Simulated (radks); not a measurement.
Values are calculated unless marked as measured or tabulated.
Problem. The mean radii <r> (bohr) of the occupied orbitals of an atom or ion are listed with their occupations. Code: a radial shooting solver on a logarithmic mesh with Libxc functionals. Model: Dirac Kohn-Sham, BLYP, spin-unpolarised, spherical densities, finite nucleus; Fermi nuclear charge, rms radius of each element as measured or else 0.836 A^(1/3) + 0.57 fm.

| orbital | occ. | <r> |
|---|---|---|
| 1s1/2 | 2 | 0.04148 |
| 2s1/2 | 2 | 0.1832 |
| 2p1/2 | 2 | 0.1573 |
| 2p3/2 | 4 | 0.1613 |
| 3s1/2 | 2 | 0.5300 |
| 3p1/2 | 2 | 0.5330 |
| 3p3/2 | 4 | 0.5435 |
| 3d3/2 | 4 | 0.5514 |
| 3d5/2 | 6 | 0.5553 |
| 4s1/2 | 2 | 1.464 |
| 4p1/2 | 1 | 1.647 |
| 4p3/2 | 2 | 1.675 |

Name the element and its charge. Open shells, if any, are shared by 2j + 1.

Solution. Z = 36, krypton, charge +3: Kr3+ in [Ar] 3d10 4s2 4p3. The 1s radius gives Z: for a bare nucleus <r> = (2 gamma + 1)/(2Z) with gamma = sqrt(1 - (Z/c)^2), 0.04069 bohr for Z = 36, and screening makes it slightly larger (0.04148 here). The occupations add up to 33, and the charge is Z minus that.
